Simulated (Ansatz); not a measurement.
W(NH)2(OH)2 (WN2O2H4). Charge 0, multiplicity 1. Geometry PBE-D4/def2-SVP.

```xyz
9

W    -0.0037   -0.1314    0.0221
N    -0.3455    1.0862    1.2585
H    -0.4427    2.0270    1.6484
N     0.3937    0.5947   -1.5409
H     0.5392    1.3496   -2.2158
O    -1.5826   -1.1972   -0.2392
H    -2.2849   -1.1934    0.4361
O     1.5158   -1.1396    0.6318
H     2.2107   -1.3959   -0.0011
```

In the def2 sets W takes a core potential; there is no spin–orbit coupling.

Q: Estimate the orbital energies around the gap (eV) in Ansatz with PBE-D4/def2-SVP, PBE-D4/def2-TZVPD, r2SCAN-D4/def2-TZVPD, PBE0-D4/def2-TZVP, ωB97X-V/def2-TZVP.

A: 
| orbital | PBE-D4/def2-SVP | PBE-D4/def2-TZVPD | r2SCAN-D4/def2-TZVPD | PBE0-D4/def2-TZVP | ωB97X-V/def2-TZVP |
| --- | --- | --- | --- | --- | --- |
| HOMO−13 | -18.91 | -19.33 | -20.40 | -21.92 | -24.79 |
| HOMO−12 | -18.64 | -19.07 | -20.13 | -21.61 | -24.43 |
| HOMO−11 | -12.34 | -12.57 | -13.00 | -14.31 | -16.95 |
| HOMO−10 | -12.22 | -12.46 | -12.91 | -14.20 | -16.83 |
| HOMO−9 | -11.53 | -11.67 | -12.10 | -13.39 | -15.99 |
| HOMO−8 | -10.89 | -11.05 | -11.49 | -12.74 | -15.31 |
| HOMO−7 | -9.12 | -9.37 | -9.73 | -11.03 | -13.68 |
| HOMO−6 | -8.75 | -8.99 | -9.34 | -10.63 | -13.31 |
| HOMO−5 | -8.58 | -8.90 | -9.29 | -10.56 | -13.18 |
| HOMO−4 | -7.51 | -7.85 | -8.20 | -9.41 | -11.96 |
| HOMO−3 | -7.16 | -7.36 | -7.63 | -8.72 | -11.21 |
| HOMO−2 | -6.71 | -6.98 | -7.27 | -8.36 | -10.83 |
| HOMO−1 | -6.41 | -6.63 | -6.88 | -7.88 | -10.25 |
| HOMO | -6.06 | -6.31 | -6.57 | -7.58 | -9.92 |
| LUMO | -1.44 | -1.78 | -1.62 | -0.82 | 1.30 |
| LUMO+1 | -1.20 | -1.58 | -1.40 | -0.59 | 1.56 |
| LUMO+2 | -0.65 | -1.03 | -0.68 | -0.01 | 1.86 |
| LUMO+3 | -0.33 | -0.88 | -0.54 | 0.27 | 2.32 |
| LUMO+4 | -0.18 | -0.73 | -0.25 | 0.29 | 2.39 |
| LUMO+5 | 0.14 | -0.33 | -0.03 | 0.68 | 2.76 |
